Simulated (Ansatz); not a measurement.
Compare A (`[SiH3]C[CH2][GeH3]`) with its isomer B (`[CH3][GeH]([CH3])[SiH3]`).

Gas-phase electronic energies from Ansatz, PBE0-D4/def2-TZVP geometries. CCSD(T)/CBS is the MP2 limit (def2-TZVPP, def2-QZVPP) plus CCSD(T) − MP2 in def2-TZVPP, frozen cores. DFT in def2-TZVPP. For Ge outer-core shells are correlated without core-valence functions, which leaves a few kJ/mol of doubt a bond. Scalar relativity is left out up to krypton. Each species was taken in one conformer, which may not be the lowest.

**Question.** Which isomer does CCSD(T)/CBS put lower? Give the gap. (An estimate is asked.)

**Answer.** The calculation gave: B, by 15.1 kcal/mol.

**Question.** Give E(B) − E(A) in kcal/mol with PBE0-D4, ωB97M-V, r2SCAN-D4, CCSD(T)/def2-TZVPP, CCSD/def2-TZVPP, HF/def2-TZVPP, MP2/def2-TZVPP. (An estimate is asked.)

**Answer.** Ansatz gave: PBE0-D4 -16.3, ωB97M-V -14.5, r2SCAN-D4 -16.2, CCSD(T)/def2-TZVPP -15.6, CCSD/def2-TZVPP -15.4, HF/def2-TZVPP -13.4, MP2/def2-TZVPP -15.6. None reverses the order clearly.

Largest T1 diagnostic: 0.011.

In def2-TZVPP, CCSD(T) changes the Hartree–Fock value by −2.2 kcal/mol (the triples alone add −0.2 kcal/mol) and MP2 by −2.2 kcal/mol.
